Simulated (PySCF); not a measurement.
**Unknowns**

[PySCF 2.14.0 with density-fitted response routines: GFN2-xTB geometry; PBE0/pcSseg-1 with gauge-including orbitals; averaged over atoms made equivalent by symmetry, fast rotation or ring inversion; non-relativistic Hamiltonian; gas phase; single conformer]

Shifts are taken against calculated references (same method and geometry level): TMS for ¹H and ¹³C. Where no couplings were computed, multiplicities follow the n + 1 count of equivalent neighbours, and m marks all less simple cases (inequivalent or close neighbours, rings, F or P nearby). Shifts are as computed. Against solution values, carbons near 30 ppm lie about +3 ppm off and those near 130 ppm about +5 ppm; carbons on Cl a further +6 ppm. Of 1211 compounds with measured shifts, 218 miss one by over three times the rms of a fit or turn the order of signals round; such compounds aren't used in these exercises. Carbons bonded to Cl come out too deshielded. OH and NH positions are gas-phase values without hydrogen bonding to other molecules.

Q: C₈H₁₁NO. ¹H NMR (300 MHz, computed): δ 7.30 (m, 1H), 6.98 (m, 1H), 6.60 (m, 1H), 6.18 (m, 1H), 5.51 (m, 1H), 5.48 (m, 1H), 3.73 (m, 1H), 2.13 (br s, 1H), 1.30 (d, 3H). ¹³C{¹H} NMR (computed): δ 152.0 (CH), 147.2 (CH), 142.3 (C), 126.0 (CH), 120.3 (CH2), 110.4 (CH), 54.2 (CH), 15.5 (CH3). What is it?

A: SMILES N([C@@H](C=C)C)C1=COC=C1. The formula gives 4 degrees of unsaturation (1 ring in the answer). 8 carbon signals for 8 carbons: no two carbons are equivalent. Carbon types of the structure: 1 × C, 5 × CH, 1 × CH2, 1 × CH3, leaving 1 H on heteroatoms. δC 152.0: alkene CH; as expected for a trigonal carbon in a double bond. δC 142.3: aromatic carbon bearing nitrogen; the electronegative substituent deshields the carbon that carries it. δC 120.3: terminal =CH2 carbon; the olefinic region. δC 110.4: aromatic CH; resonance donation from the substituent shields this position.

This is the structure that produced the data.

Q: C₅H₈Cl₂OSi. ¹H NMR (600 MHz, computed): δ 6.97 (d, 1H), 3.30 (m, 1H), 3.23 (m, 1H), 2.65 (m, 1H), 2.42 (s, 3H), 2.38 (m, 1H). ¹³C{¹H} NMR (computed): δ 214.2, 84.3, 40.4, 34.7, 32.5. Give a structure.

A: SMILES CC(=O)[C@@H]1[SiH2][C@@H]1C(Cl)Cl. Rings plus π bonds: 2 (1 ring in the answer). 5 carbon signals for 5 carbons: no two carbons are equivalent. Carbon types of the structure: 1 × C, 3 × CH, 1 × CH3, leaving 2 H on heteroatoms. δC 214.2: ketone carbonyl carbon; the double bond to the heteroatom, with no lone-pair donor beside it, deshields it most. δC 84.3: sp3 CH bonded to 2 Cl; 2 electronegative neighbours deshield it. δH 6.97: hydrogen on an sp3 CH bonded to 2 Cl; its carbon carries Cl, hence the downfield position. δH 2.42: hydrogen on a methyl carbon α to a carbonyl; α to C=O.

The data come from this structure; uniqueness wasn't tested.
